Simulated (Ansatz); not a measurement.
The cluster PbO₄⁺. Charge 1, multiplicity 2. Geometry PBE-D4/def2-SVP, that of the neutral singlet; atoms count from 1.

```xyz
5

Pb   -0.4482    0.8030    1.5177
O     0.1270   -1.1812    0.8174
O    -0.1938    1.3012   -0.5908
O     0.7015   -0.8299   -0.5462
O    -0.1865   -0.0931   -1.1982
```

In the def2 sets Pb takes a core potential; there is no spin–orbit coupling. The structure holds 3 bonds between oxygen atoms, so isomers without such links may lie far lower. The structure comes from a short search, and lower isomers may exist.

Problem. Estimate the Mulliken populations from the PBE0/def2-TZVP orbitals of Ansatz.

Solution. 
```json
{"atom": "Pb1", "charge (e)": "1.18", "spin (α − β)": "-0.02"}
{"atom": "O2", "charge (e)": "-0.24", "spin (α − β)": "0.30"}
{"atom": "O3", "charge (e)": "-0.24", "spin (α − β)": "0.30"}
{"atom": "O4", "charge (e)": "0.15", "spin (α − β)": "0.21"}
{"atom": "O5", "charge (e)": "0.15", "spin (α − β)": "0.21"}
```
Mulliken values depend strongly on the basis.

Problem. Where does the spin sit?

Solution. Summed by element: Pb -0.02, O 1.02, of 1 unpaired in all. Largest on single atoms: O3 0.30, O2 0.30, O5 0.21.

Problem. And the Mayer bond orders between heavy atoms (over 0.3)?

Solution. Pb1–O2 0.65 (2.18 Å); Pb1–O3 0.65 (2.18 Å); O2–O4 0.94 (1.52 Å); O3–O5 0.94 (1.52 Å); O4–O5 1.14 (1.33 Å).
